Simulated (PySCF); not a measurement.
C$_{2}$H$_{7}$F$_{2}$NSi (SMILES CN(C)[SiH](F)F), singlet, geometry from GFN2-xTB; PySCF with CASCI(2,2)+NEVPT2/STO-3G.

PySCF was given this input:
```python
from pyscf import gto, scf, mcscf, mrpt
import numpy

mol = gto.M(
    atom='''
Si    0.72274237   -0.14007618    0.42230182
F     1.80153939    0.24374046   -0.69079993
F     0.72631103   -1.73541828    0.49290345
N    -0.80003145    0.32761717   -0.17893851
C    -2.02827728   -0.25685070    0.31388475
C    -1.01164481    1.61445137   -0.80531126
H     1.23311753    0.33963409    1.68798430
H    -1.82752530   -1.24153754    0.72604460
H    -2.73892773   -0.35768596   -0.50972979
H    -2.48653794    0.36562328    1.09034410
H    -1.41016563    2.34688769   -0.09461863
H    -1.72602691    1.50674731   -1.62481768
H    -0.07322835    1.98757384   -1.20523557
''',
    basis='sto-3g',
    verbose=4,
)

mf = scf.RHF(mol)
mf.kernel()
mc = mcscf.CASCI(mf, 2, 2)
mc.fix_spin_(ss=0.0)
mc.kernel()
occ = numpy.linalg.eigvalsh(mc.fcisolver.make_rdm1(mc.ci, mc.ncas, mc.nelecas))[::-1]
ss = mc.fcisolver.spin_square(mc.ci, mc.ncas, mc.nelecas)[0]
print('natural occupations', occ.round(4), ' <S^2>', round(ss, 4))
e2 = mrpt.NEVPT(mc).kernel()
print('E(NEVPT2) = %.10f' % (mc.e_tot + e2))
```

It wrote (shortened):

```
PySCF version 2.14.0

[INPUT] verbose = 4
[INPUT] num. atoms = 13
[INPUT] num. electrons = 58
[INPUT] charge = 0
[INPUT] spin (= nelec alpha-beta = 2S) = 0
[INPUT] symmetry False subgroup None
[INPUT] Mole.unit = angstrom
[INPUT] Symbol           X                Y                Z      unit          X                Y                Z       unit  Magmom
[INPUT]  1 Si     0.722742370000  -0.140076180000   0.422301820000 AA    1.365785137919  -0.264705616775   0.798034781705 Bohr   0.0
[INPUT]  2 F      1.801539390000   0.243740460000  -0.690799930000 AA    3.404416049716   0.460602714876  -1.305422674569 Bohr   0.0
[INPUT]  3 F      0.726311030000  -1.735418280000   0.492903450000 AA    1.372528927951  -3.279465260764   0.931452526353 Bohr   0.0
[INPUT]  4 N     -0.800031450000   0.327617170000  -0.178938510000 AA   -1.511840331539   0.619106725005  -0.338144777038 Bohr   0.0
[INPUT]  5 C     -2.028277280000  -0.256850700000   0.313884750000 AA   -3.832888563878  -0.485377477903   0.593156212178 Bohr   0.0
[INPUT]  6 C     -1.011644810000   1.614451370000  -0.805311260000 AA   -1.911731626238   3.050870930729  -1.521817726428 Bohr   0.0
[INPUT]  7 H      1.233117530000   0.339634090000   1.687984300000 AA    2.330254411100   0.641815412666   3.189828029566 Bohr   0.0
[INPUT]  8 H     -1.827525300000  -1.241537540000   0.726044600000 AA   -3.453522302714  -2.346165923966   1.372025448219 Bohr   0.0
[INPUT]  9 H     -2.738927730000  -0.357685960000  -0.509729790000 AA   -5.175823284677  -0.675928503002  -0.963249700632 Bohr   0.0
[INPUT] 10 H     -2.486537940000   0.365623280000   1.090344100000 AA   -4.698875704940   0.690927863965   2.060451730535 Bohr   0.0
[INPUT] 11 H     -1.410165630000   2.346887690000  -0.094618630000 AA   -2.664826830975   4.434974979213  -0.178803296982 Bohr   0.0
[INPUT] 12 H     -1.726026910000   1.506747310000  -1.624817680000 AA   -3.261718143529   2.847339754825  -3.070460417551 Bohr   0.0
[INPUT] 13 H     -0.073228350000   1.987573840000  -1.205235570000 AA   -0.138381526054   3.755970209950  -2.277565142884 Bohr   0.0

nuclear repulsion = 339.230092062816
number of shells = 27
number of NR pGTOs = 123
number of NR cGTOs = 41
basis = sto-3g
ecp = {}

******** <class 'pyscf.scf.hf.RHF'> ********
method = RHF
initial guess = minao
damping factor = 0
level_shift factor = 0
DIIS = <class 'pyscf.scf.diis.CDIIS'>
diis_start_cycle = 1
diis_space = 8
diis_damp = 0
SCF conv_tol = 1e-09
SCF conv_tol_grad = None
SCF max_cycles = 50
direct_scf = True
direct_scf_tol = 1e-13
Set gradient conv threshold to 3.16228e-05
Initial guess from minao.
init E= -614.932995451792
  HOMO = -0.235207811874353  LUMO = 0.209699247476816  gap/eV = 12.10654
cycle= 1 E= -614.252595109055  delta_E= 0.68  |g|= 0.494  |ddm|= 4.23
  HOMO = -0.258322111519717  LUMO = 0.426211617018702  gap/eV = 18.62711
cycle= 2 E= -614.363987537769  delta_E= -0.111  |g|= 0.103  |ddm|= 0.967
  HOMO = -0.285717681896669  LUMO = 0.450131381083902  gap/eV = 20.02347
cycle= 3 E= -614.368576247768  delta_E= -0.00459  |g|= 0.0311  |ddm|= 0.177
  HOMO = -0.279933039417489  LUMO = 0.453896607603535  gap/eV = 19.96852
cycle= 4 E= -614.369224026315  delta_E= -0.000648  |g|= 0.0069  |ddm|= 0.082
  HOMO = -0.283610899343125  LUMO = 0.452022302573341  gap/eV = 20.01760
cycle= 5 E= -614.369253571846  delta_E= -2.95e-05  |g|= 0.00168  |ddm|= 0.0174
  HOMO = -0.282940641814462  LUMO = 0.452430826746571  gap/eV = 20.01048
cycle= 6 E= -614.369255410387  delta_E= -1.84e-06  |g|= 0.000196  |ddm|= 0.00473
  HOMO = -0.283020190538419  LUMO = 0.452396449443856  gap/eV = 20.01171
cycle= 7 E= -614.369255433108  delta_E= -2.27e-08  |g|= 3.08e-05  |ddm|= 0.000516
  HOMO = -0.283004729318277  LUMO = 0.452399236575458  gap/eV = 20.01136
cycle= 8 E= -614.369255433701  delta_E= -5.93e-10  |g|= 8.3e-06  |ddm|= 7.39e-05
  HOMO = -0.283004929779672  LUMO = 0.452398897893818  gap/eV = 20.01136
Extra cycle  E= -614.369255433744  delta_E= -4.32e-11  |g|= 3.26e-06  |ddm|= 1.82e-05
converged SCF energy = -614.369255433744

******** <class 'pyscf.mcscf.casci.CASCI'> ********
CAS (1e+1e, 2o), ncore = 28, nvir = 11
natorb = False
canonicalization = True
sorting_mo_energy = False
******** <class 'pyscf.fci.addons.SpinPenaltyFCISolver'> ********
max. cycles = 200
conv_tol = 1e-08
davidson only = True
linear dependence = 1e-12
level shift = 0.001
max iter space = 12
nroots = 1
pspace_size = 400
spin = None
Density matrix diagonal elements [1.99864511e+00 1.35488640e-03]
CASCI converged
CASCI E = -614.369990283103  E(CI) = -1.10131134021503  S^2 = 0.0000000
natural occupations [1.9987e+00 1.3000e-03]  <S^2> 0.0

******** <class 'pyscf.mrpt.nevpt2.NEVPT'> ********
NEVPT2 (1e+1e, 2o), ncore = 28, nvir = 11
root = 0
Natural occ [1.99865229e+00 1.34771425e-03]
Natural orbital (expansion on meta-Lowdin AOs) in CAS space
               #1        #2
0 Si 1s          0.00010   0.00117
0 Si 2s         -0.00209  -0.00391
0 Si 3s          0.00726   0.58014
0 Si 2px         0.00085   0.00629
0 Si 2py         0.00002  -0.00634
0 Si 2pz         0.00081  -0.00489
0 Si 3px        -0.07714  -0.27138
0 Si 3py         0.04017   0.20797
0 Si 3pz        -0.00291   0.10122
1 F 1s          -0.00020   0.00117
1 F 2s           0.00341  -0.05154
1 F 2px         -0.04376   0.13637
1 F 2py         -0.04760  -0.02403
1 F 2pz          0.07809  -0.09202
2 F 1s          -0.00020   0.00117
2 F 2s           0.00341  -0.05154
2 F 2px          0.03386   0.06728
2 F 2py          0.09528  -0.15120
2 F 2pz         -0.00736  -0.01596
3 N 1s          -0.00012   0.00539
3 N 2s          -0.09218  -0.37445
3 N 2px         -0.01133  -0.19481
3 N 2py          0.44199   0.00061
3 N 2pz          0.72872  -0.17594
4 C 1s          -0.00022  -0.00037
4 C 2s           0.00624   0.03510
4 C 2px          0.00779   0.11212
4 C 2py         -0.05978   0.11227
4 C 2pz         -0.11058  -0.10232
5 C 1s          -0.00022  -0.00037
5 C 2s           0.00624   0.03510
5 C 2px          0.00083  -0.04195
5 C 2py         -0.07259  -0.17134
5 C 2pz         -0.10292   0.06730
6 H 1s          -0.22244  -0.41745
7 H 1s           0.03520   0.07624
8 H 1s           0.17021  -0.05479
9 H 1s          -0.21803   0.01970
10 H 1s         -0.21803   0.01970
11 H 1s          0.17021  -0.05479
12 H 1s          0.03520   0.07624
<CAS-nat-orb|mo-hf>  29     29       0.99999820
<CAS-nat-orb|mo-hf>  30     30       0.99999820
Sr    (-1)',   E = -0.00031234991668
Si    (+1)',   E = -0.00107792153088
Sijrs (0)  ,   E = -0.16191805615548
Sijr  (+1) ,   E = -0.02586323424599
Srsi  (-1) ,   E = -0.01239030371835
Srs   (-2) ,   E = -0.00132349366583
Sij   (+2) ,   E = -0.00458271594278
Sir   (0)' ,   E = -0.00506877702065
Nevpt2 Energy = -0.212536852196636
E(NEVPT2) = -614.5825271353
```
